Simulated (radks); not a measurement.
Results of a calculation; reference values are marked as such.
Problem. The neon ion Ne3+, [He] 2s2 2p3. Level of theory: non-relativistic Kohn-Sham, exchange-only LDA, spin-polarised, spherical densities, point nucleus (a radial shooting solver on a logarithmic mesh with Libxc functionals). Every spin shell is full or empty, so the densities are truly spherical. Functionals are evaluated on that one density, not self-consistently. Rank these exchange functionals by their error against the exact value of the orbitals, and give that value: LDA, B88, PBE, PW91, PW86, OPTX, WC, B86b, G96, EV93, APBE, r2SCAN, MS2, Tao-Mo, MVS.

Solution. Exact: -10.4362 hartree. From best to worst, with 100 (|E| - |E exact|)/|E exact| (equal figures are ties): Tao-Mo +0.08, OPTX -0.08, G96 -0.10, r2SCAN -0.12, B86b -0.15, B88 -0.19, MS2 +0.22, MVS -0.33, PW86 +0.43, APBE +0.43, PW91 -0.49, PBE -0.88, WC -2.33, EV93 +2.47, LDA -10.13.
